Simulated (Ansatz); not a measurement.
The first iterations of a band of CH6FNSi (10 atoms, charge 0, multiplicity 1).

Theory: Ansatz, RKS PBE-D4/cc-pVDZ.

```json
{"movable images": "7", "climbing image": "yes", "spring": "5.0 eV/Å²", "optimiser": "quadratic models (default)", "start path": "through a guess of the saddle point", "force threshold": "0.05 eV/Å", "iteration limit": "60", "end points": "relaxed"}
```

First end point:

```xyz
10
Properties=species:S:1:pos:R:3
Si 0.148 0.032 -0.106
F 0.443 -0.074 1.541
H 1.499 0.181 -0.753
N -0.789 1.431 -0.559
H -1.757 1.467 -0.220
H -0.352 2.346 -0.400
C -0.777 -1.525 -0.596
H -1.771 -1.563 -0.103
H -0.931 -1.557 -1.693
H -0.212 -2.428 -0.291
```

Last end point:

```xyz
10
Properties=species:S:1:pos:R:3
Si 0.267 0.116 -0.750
F 1.351 -0.233 1.699
H 1.683 0.050 0.836
N -0.927 1.379 -0.719
H -1.945 1.255 -0.675
H -0.665 2.369 -0.696
C -0.887 -1.420 -0.732
H -1.386 -1.493 0.259
H -1.676 -1.356 -1.512
H -0.315 -2.356 -0.890
```

| iteration | highest image above the first end (eV) | largest band force component (eV/Å) |
| --- | --- | --- |
| 1 | 3.963 | 5.001 |
| 2 | 3.080 | 2.719 |
| 3 | 2.931 | 0.957 |
| 4 | 2.839 | 0.867 |

Q: Does the band converge within its limit, and where does its top end?

A: The run converged. It ended after 12 iterations with the highest image 2.898 eV above the first end. Neighbouring images differ by up to 1.4 eV, so the band resolves the path poorly. A vibrational analysis at the climbing image gives one clearly imaginary mode, 895i cm⁻¹: a first-order saddle point. The orbitals stay closed-shell, which can raise the energy where a bond breaks towards radicals; this wasn't checked here.

Time of the run: 54 s on 2 threads of AMD EPYC 9R45 96-Core Processor (Zen 5) (shared host), peak memory 0.15 GiB.
